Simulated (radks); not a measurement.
Excited configurations of the chlorine ion Cl+: one electron is placed in a higher orbital outside [Ne] 3s2 3p3. The ground configuration is [Ne] 3s2 3p4. Calculated with a radial shooting solver on a logarithmic mesh with Libxc functionals: non-relativistic Kohn-Sham, r2SCAN, spin-polarised, spherical densities, point nucleus; open shells are filled with parallel spins first; meta-GGA in the generalised Kohn-Sham scheme. Excitation = E - E(ground); binding = E(ion) - E, where the ion is the core of charge +2; n* = 2/sqrt(2 binding) in atomic units, and the quantum defect is n - n*.

| outer orbital | excitation (eV) | binding (eV) | n* | quantum defect | eigenvalue (eV) | <r> (bohr) |
|---|---|---|---|---|---|---|
| 4f | 19.928 | 3.393 | 4.005 | -0.005 | -2.432 | 8.973 |
| 6p | 20.749 | 2.572 | 4.600 | 1.400 | -2.081 | 15.90 |
| 7d | 21.922 | 1.399 | 6.237 | 0.763 | -1.135 | 28.74 |

The Delta-SCF ionisation energy is 23.321 eV (NIST Atomic Spectra Database: 23.814 eV, measured). Self-interaction in the functional shifts the binding energies and quantum defects, so they are the method's values and not measured ones. Open shells are spherical and high-spin; term and fine-structure splittings are not resolved.
